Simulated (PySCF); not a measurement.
MgO. Atoms are numbered in the order given.

```xyz
2

Mg     0.0000     0.0000    -0.6963
O      0.0000     0.0000     1.0444
```
Charge 0, spin multiplicity 1.

Geometry optimised at B3LYP-D3(BJ)/def2-TZVPD.

Computed with M06-2X/def2-TZVPD (PySCF).

Isolated molecule, no solvent.

Computed frontier levels, gap, dipole moment and polarisability:
```yaml
highest_occupied_level: -7.67 eV
lowest_empty_level: -3.06 eV
orbital_gap: 4.62 eV
dipole_moment: 7.99 D
quadrupole, principal values (traceless, Buckingham form, about the centre of nuclear charge): -0.29, -0.29, 0.59 D·Å
mean_static_polarisability: 46.1 bohr³ (6.83 Å³)
polarisability_principal_values: 37.3, 37.3, 63.5 bohr³
```
